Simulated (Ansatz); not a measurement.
Abridged output of a molecular run in Ansatz:

```
Functional definition: HF
  name "HF"
  cite "Fock, Z. Phys. 61, 126 (1930) doi:10.1007/BF01340294"
  parent pbe
  exchange = exact_x
  correlation = 0
1628 factors; integrals over basis functions are off by at most 1.2e-3 eV
mean field evaluation 1: about -14237.4760 eV, gradient 4.4e1 eV
mean field evaluation 2: about -14237.7034 eV, gradient 4.4e1 eV
mean field evaluation 4: about -14242.1116 eV, gradient 4.1e0 eV
mean field evaluation 8: about -14242.1759 eV, gradient 2.5e-1 eV
mean field -14242.17613851 eV, -523.3903193966 hartree, gradient 9.9e-6 eV, S^2 0.000000; 0 other end points of the search recorded, 0 dependent functions left out
9 core orbitals not correlated: weight in the atoms' cores, before any rotation towards them, 1.000 or more for the frozen orbitals, at most 0.000 for the correlated occupied ones
reference -14242.17613851 eV, -523.3903193966 hartree; 16, 16 occupied and 253, 253 virtual orbitals, 1628 factors
second order -25.56436818 eV of doubles, -0.00000000 eV of singles
cycle   1  -26.10887581 eV  change   -5.4e-1 eV  update   9.8e-2
cycle   2  -26.68373483 eV  change   -5.7e-1 eV  update   2.8e-2
cycle   3  -26.80279575 eV  change   -1.2e-1 eV  update   1.3e-2
cycle   4  -26.79444451 eV  change    8.4e-3 eV  update   2.7e-3
cycle   5  -26.79379211 eV  change    6.5e-4 eV  update   1.1e-3
cycle   6  -26.79424628 eV  change   -4.5e-4 eV  update   3.0e-4
cycle   7  -26.79410742 eV  change    1.4e-4 eV  update   1.2e-4
cycle   8  -26.79405222 eV  change    5.5e-5 eV  update   4.6e-5
cycle   9  -26.79406480 eV  change   -1.3e-5 eV  update   2.1e-5
perturbative correction -0.93256502 eV, -0.0342711323 hartree
Total energy: -14269.90276834 eV, -524.4092542489 hartree
```

Its atoms:

Cartesian coordinates in Å:
```
N 1.657 1.360 0.440
C 0.654 0.641 -0.332
C -0.190 -0.238 0.578
Si -1.611 -1.092 -0.262
F -1.054 -2.087 -1.393
H 2.296 0.706 0.878
H 2.213 1.955 -0.163
H 0.013 1.386 -0.816
H 1.077 0.023 -1.139
H 0.437 -1.001 1.056
H -0.601 0.373 1.392
H -2.502 -0.117 -0.941
H -2.391 -1.909 0.702
```

(1) Which basis set was used?
A. def2-TZVPP
B. cc-pV(D+d)Z
C. cc-pV(Q+d)Z
D. def2-SVP

(2) Write the keys of the input that set method, charge and spin (a neutral closed shell needs none for the last two).

Answers

(1) A. It gives 278 functions.

(2) 
```yaml
correlation: {method: ccsd_t}
```
